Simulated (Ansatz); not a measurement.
`BCC(C)C` and `CC(C)CS` differ in one atom or group.

Ansatz, PBE0-D4/def2-TZVP geometries, multiplicity 1. Each molecule was computed in one conformer, which needn't be the lowest.

```csv
property,`BCC(C)C`
size of the dipole moment (ωB97M-V/def2-TZVPP) / D,0.66
HOMO–LUMO gap (B3LYP/def2-TZVPP) / eV,7.02
LUMO energy (B3LYP/def2-TZVPP) / eV,-1.45
HOMO–LUMO gap (PBE/def2-TZVPP) / eV,5.06
HOMO energy (B3LYP/def2-TZVPP) / eV,-8.46
HOMO energy (ωB97M-V/def2-TZVPP) / eV,-10.96
```

(1) Give the same properties after the change, and the shifts. (Estimate.)

Answers

(1) Ansatz gave: 
| property | `CC(C)CS` | shift |
| --- | --- | --- |
| size of the dipole moment (ωB97M-V/def2-TZVPP) / D | 1.57 | 0.91 |
| HOMO–LUMO gap (B3LYP/def2-TZVPP) / eV | 6.75 | -0.27 |
| LUMO energy (B3LYP/def2-TZVPP) / eV | 0.25 | 1.70 |
| HOMO–LUMO gap (PBE/def2-TZVPP) / eV | 5.14 | 0.08 |
| HOMO energy (B3LYP/def2-TZVPP) / eV | -6.51 | 1.95 |
| HOMO energy (ωB97M-V/def2-TZVPP) / eV | -9.00 | 1.96 |

With PBE0 the HOMO rises by 1.91 eV and the LUMO rises by 1.75 eV, so the gap narrows by about 0.16 eV. PBE moves the HOMO by 1.80 eV and ωB97M-V by 1.96 eV. Dipoles are sizes alone; their direction can turn.

B3LYP here is the variant with VWN-RPA as its local correlation; programs differ in this.
